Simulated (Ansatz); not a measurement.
Frontier orbitals of C₂H₉BOSi, SMILES `CB(C)O[SiH3]`.

The species carries charge 0 and has multiplicity 1. Geometry: relaxed with PBE0-D4/def2-TZVP. It is one conformer, not always the lowest. Basis def2-TZVPP, the Gaussian-basis code of Ansatz.

Orbital energies of one run (eV). Highest occupied ones, from the top: -6.58, -7.67, -8.04, -8.72, -8.73, -9.14, -9.19, -10.12, -10.17, -10.22, -11.46, -14.04, -16.53, -17.26. Empty: -0.61, -0.48, 0.47, 0.83, 0.95, 1.08.

Which functional gave them?
A. r2SCAN0
B. ωB97X-V
C. r2SCAN
D. BLYP

D. HOMO energies: BLYP -6.58, r2SCAN -6.97, ωB97X-V -10.53, r2SCAN0 -8.30 eV.
